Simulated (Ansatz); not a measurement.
Coupled-cluster run, C$_{2}$H$_{5}$FGaN (`[CH3][GaH][C](=N)F`).

```yaml
crystal:
  periodic: [false, false, false]
  atoms:
    - {symbol: C, position_ang: [-1.626356, -0.829673, -0.064691]}
    - {symbol: Ga, position_ang: [-0.154864, -0.020414, 0.933914]}
    - {symbol: C, position_ang: [1.431202, 0.562175, -0.134479]}
    - {symbol: N, position_ang: [1.294978, 1.278190, -1.149246]}
    - {symbol: F, position_ang: [2.672630, 0.204910, 0.311809]}
    - {symbol: H, position_ang: [-1.401290, -1.885027, -0.246884]}
    - {symbol: H, position_ang: [-1.723340, -0.343157, -1.036965]}
    - {symbol: H, position_ang: [-2.574187, -0.773457, 0.470856]}
    - {symbol: H, position_ang: [-0.107129, 0.246426, 2.476512]}
    - {symbol: H, position_ang: [2.188345, 1.560016, -1.560837]}
basis:
  gaussian: {orbitals: def2-SVP}
correlation: {method: ccsd_t}
```

```sh
$ ansatz run in.yaml --threads 2 --pin off --events-out ev --progress --plain --max-ram 22528MiB --backend cpu
```

Log, shortened:

```
Functional definition: HF
1143 factors; integrals over basis functions are off by at most 1.3e-3 eV
mean field evaluation 1: about -58645.6534 eV, gradient 3.9e1 eV
mean field evaluation 2: about -58645.7498 eV, gradient 3.9e1 eV
mean field evaluation 4: about -58649.3865 eV, gradient 4.0e0 eV
mean field evaluation 8: about -58649.4618 eV, gradient 4.3e-1 eV
mean field evaluation 16: about -58649.4635 eV, gradient 1.1e-6 eV
mean field -58649.46347583 eV, -2155.3280287024 hartree, gradient 1.1e-6 eV, S^2 0.000000; 0 other end points of the search recorded, 0 dependent functions left out
13 core orbitals not correlated: weight in the atoms' cores, before any rotation towards them, 1.000 or more for the frozen orbitals, at most 0.000 for the correlated occupied ones
reference -58649.46347583 eV, -2155.3280287024 hartree; 19, 19 occupied and 81, 81 virtual orbitals, 1143 factors
second order -22.64381697 eV of doubles, -0.00000000 eV of singles
cycle   1  -22.52012832 eV  change    1.2e-1 eV  update   1.2e-1
cycle   2  -23.20669140 eV  change   -6.9e-1 eV  update   3.8e-2
cycle   3  -23.35851720 eV  change   -1.5e-1 eV  update   1.9e-2
cycle   4  -23.35218355 eV  change    6.3e-3 eV  update   4.6e-3
cycle   5  -23.35095690 eV  change    1.2e-3 eV  update   2.1e-3
cycle   6  -23.35142571 eV  change   -4.7e-4 eV  update   6.1e-4
cycle   7  -23.35117504 eV  change    2.5e-4 eV  update   2.6e-4
cycle   8  -23.35109109 eV  change    8.4e-5 eV  update   1.1e-4
cycle   9  -23.35110753 eV  change   -1.6e-5 eV  update   4.7e-5
perturbative correction -0.73375417 eV, -0.0269649682 hartree
Total energy: -58673.54833753 eV, -2156.2131310446 hartree
```

Run time 16 s (2 threads of an AMD EPYC 7R13 on a shared host); peak host memory 0.65 GiB.

The correlation energy is -24.085 eV, 3.0 % of it from (T); the T1 diagnostic reads 0.0132.
